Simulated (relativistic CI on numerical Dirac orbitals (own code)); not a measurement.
Mn XII: sensitivity of the levels to the model

Base calculation: Dirac-Coulomb-Breit CI, KLI orbitals optimised for each configuration, model QED (radiative potential, 1s self-energy scaled to tabulated hydrogen-like ionisation energies), unscaled Slater integrals.

Configuration list (outside the closed core [Ne]): 3s2 3p2, 3s 3p3, 3s2 3p 3d, 3p4, 3s 3p2 3d, 3p3 3d, 3s 3p 3d2, 3s2 3p 4s, 3s2 3d 4p, 3s2 3p 4p, 3p3 4s, 3p3 4p, 3s 3p 3d 4s, 3s2 3d2, 3s 3d3, 3p2 3d2, 3p 3d3, 3p 3d2 4s, 3p 3d2 4p, 3s2 3d 4s, 3s 3d2 4s. Double excitations out of closed p, d and f shells are left out; levels of such configurations are missing from the list, as are those of other unlisted configurations, and high levels can miss mixing partners.

The lowest level and the first level of each name with at least 55 % of one term (blank where a level has no safe partner in the second run):

| Level | Base (cm⁻¹) | Shift (cm⁻¹) |
| --- | --- | --- |
| 3s2 3p2 3P_0 | 0 | 0 |
| 3s2 3p2 3P_1 | 7056 | +253 |
| 3s2 3p2 3P_2 | 14993 | +497 |
| 3s2 3p2 1D_2 | 44667 | +544 |
| 3s2 3p2 1S_0 | 86549 | +497 |
| 3s 3p3 5S°_2 | 191712 | +270 |
| 3s 3p3 3D°_1 | 264372 | +262 |
| 3s 3p3 3D°_2 | 264504 | +289 |
| 3s 3p3 3D°_3 | 266513 | +494 |
| 3s 3p3 3P°_0 | 304460 | +311 |
| 3s 3p3 3P°_1 | 304929 | +400 |
| 3s 3p3 3P°_2 | 305327 | +455 |
| 3s 3p3 3S°_1 | 393457 | +198 |
| 3s2 3p 3d 3F°_2 | 404102 | +775 |
| 3s2 3p 3d 3F°_3 | 409512 | +1034 |
| 3s 3p3 1P°_1 | 413726 | +554 |
| 3s2 3p 3d 3F°_4 | 417421 | +1367 |
| 3s2 3p 3d 3P°_1 | 468114 | +855 |
| 3s2 3p 3d 3P°_0 | 472301 | +965 |
| 3s2 3p 3d 3D°_1 | 479118 | +941 |
| 3s2 3p 3d 3D°_2 | 481560 | +1072 |
| 3s2 3p 3d 3D°_3 | 482003 | +1163 |

At this charge energies of transitions that change n are usually good to better than 1 %, and those within a shell (Δn = 0) to a few per cent.

One thing was changed in a second run, which moved the levels as shown. Which?
A. Breit term removed
B. QED terms removed
C. configuration mixing switched off

A. Breit term removed. The Breit term mainly narrows fine-structure intervals, so removing it widens them.

LS names give the leading component of a level, which can be under half, so a name can repeat, a term be missing and a line seem to break the LS rules.
